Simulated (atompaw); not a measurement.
## Logarithmic derivatives: germanium (Ge), PAW (atompaw)

Ge, PAW, made with atompaw 4.2.0.5 (PBEsol, scalar-relativistic). Core [Ar] 3d10, reference 4s2 4p1 (charge +1). Waves: 4s (bound): rc 1.65 bohr; 4s channel at -1.15 Ry: rc 2.05 bohr; 4p (bound): rc 2.05 bohr; 4p channel at -0.35 Ry: rc 2.05 bohr. Local part: bessel scheme, radius 2.00 bohr. Core correction: smooth core density matched at 1.75 bohr. Augmentation charge: sinc compensation charge, radius 1.95 bohr; PAW radius 2.05 bohr; waves and projectors: custom polynom vanderbiltortho.

The phase is arctan(r·u′/u) with u = r·R(r), unwrapped; energies in Ry, scanned from -3 to 5 Ry. A pole is an energy at which the radial function vanishes at the test radius. The pseudo phase is shifted by a multiple of π to meet the all-electron one at the reference energy, and phase errors are pseudo minus all-electron; the curves can meet again beyond the range given. Levels narrower than the energy grid can be missing from the lists of poles.

Task: For each channel, where are the poles, and over which energies does the pseudopotential scatter like the atom?

Result:

```
channel  radius (bohr)  reference energy (Ry)  poles, all-electron  poles, pseudo  unbroken range about the reference energy with phases within 0.05 rad  phase error 1 Ry above the reference energy (rad)
      s           2.05                  -1.46                 1.07     1.03, 2.60                                                              below 2.0                                             -0.000
      p           2.05                  -0.83                 2.56           2.54                                                        the whole range                                             -0.000
```

Phases in the p channel:

```json
{"E (Ry)": "-3.00", "all-electron": "1.174", "pseudo": "1.173"}
{"E (Ry)": "-2.76", "all-electron": "1.143", "pseudo": "1.142"}
{"E (Ry)": "-2.52", "all-electron": "1.104", "pseudo": "1.104"}
{"E (Ry)": "-2.28", "all-electron": "1.056", "pseudo": "1.056"}
{"E (Ry)": "-2.04", "all-electron": "0.994", "pseudo": "0.994"}
{"E (Ry)": "-1.80", "all-electron": "0.911", "pseudo": "0.911"}
{"E (Ry)": "-1.56", "all-electron": "0.797", "pseudo": "0.797"}
{"E (Ry)": "-1.32", "all-electron": "0.633", "pseudo": "0.633"}
{"E (Ry)": "-1.08", "all-electron": "0.397", "pseudo": "0.397"}
{"E (Ry)": "-0.84", "all-electron": "0.071", "pseudo": "0.071"}
{"E (Ry)": "-0.60", "all-electron": "-0.305", "pseudo": "-0.305"}
{"E (Ry)": "-0.36", "all-electron": "-0.643", "pseudo": "-0.643"}
{"E (Ry)": "-0.12", "all-electron": "-0.894", "pseudo": "-0.894"}
{"E (Ry)": "0.12", "all-electron": "-1.068", "pseudo": "-1.068"}
{"E (Ry)": "0.36", "all-electron": "-1.190", "pseudo": "-1.190"}
{"E (Ry)": "0.60", "all-electron": "-1.278", "pseudo": "-1.278"}
{"E (Ry)": "0.84", "all-electron": "-1.344", "pseudo": "-1.344"}
{"E (Ry)": "1.08", "all-electron": "-1.396", "pseudo": "-1.396"}
{"E (Ry)": "1.32", "all-electron": "-1.437", "pseudo": "-1.437"}
{"E (Ry)": "1.56", "all-electron": "-1.471", "pseudo": "-1.472"}
{"E (Ry)": "1.80", "all-electron": "-1.500", "pseudo": "-1.501"}
{"E (Ry)": "2.04", "all-electron": "-1.526", "pseudo": "-1.526"}
{"E (Ry)": "2.28", "all-electron": "-1.548", "pseudo": "-1.549"}
{"E (Ry)": "2.52", "all-electron": "-1.568", "pseudo": "-1.569"}
{"E (Ry)": "2.76", "all-electron": "-1.586", "pseudo": "-1.588"}
{"E (Ry)": "3.00", "all-electron": "-1.603", "pseudo": "-1.605"}
{"E (Ry)": "3.24", "all-electron": "-1.620", "pseudo": "-1.622"}
{"E (Ry)": "3.48", "all-electron": "-1.635", "pseudo": "-1.639"}
{"E (Ry)": "3.72", "all-electron": "-1.651", "pseudo": "-1.655"}
{"E (Ry)": "3.96", "all-electron": "-1.666", "pseudo": "-1.672"}
{"E (Ry)": "4.20", "all-electron": "-1.682", "pseudo": "-1.689"}
{"E (Ry)": "4.44", "all-electron": "-1.698", "pseudo": "-1.708"}
{"E (Ry)": "4.68", "all-electron": "-1.715", "pseudo": "-1.727"}
{"E (Ry)": "4.92", "all-electron": "-1.732", "pseudo": "-1.749"}
```
